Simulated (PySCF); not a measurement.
## Excitation energy of V by level of theory

V [Ar] 3d3 4s2 (4F) → V [Ar] 3d4 4s1 (6D), as a difference of total energies. Calculation: PySCF 2.14, in ANO-RCC-VTZP (6s5p3d2f1g, 59 functions); the spin-free X2C one-electron Hamiltonian (Gaussian nucleus). Correlated levels: valence: [Ar] frozen; valence and next inner shell: [Ne] frozen. The calculations carry no spin-orbit coupling.

Problem. Order these methods by the excitation energy they give, lowest first.
A. LDA
B. B2PLYP
C. SCS-MP2 (valence and next inner shell)
D. PBE

Solution. A (-0.794 eV), D (-0.674 eV), B (0.265 eV), C (0.577 eV).

Errors of the correlated levels include the incompleteness of this basis and the frozen core.

For comparison: 0.245 eV (measured; NIST levels, between the centres of gravity of the two terms).
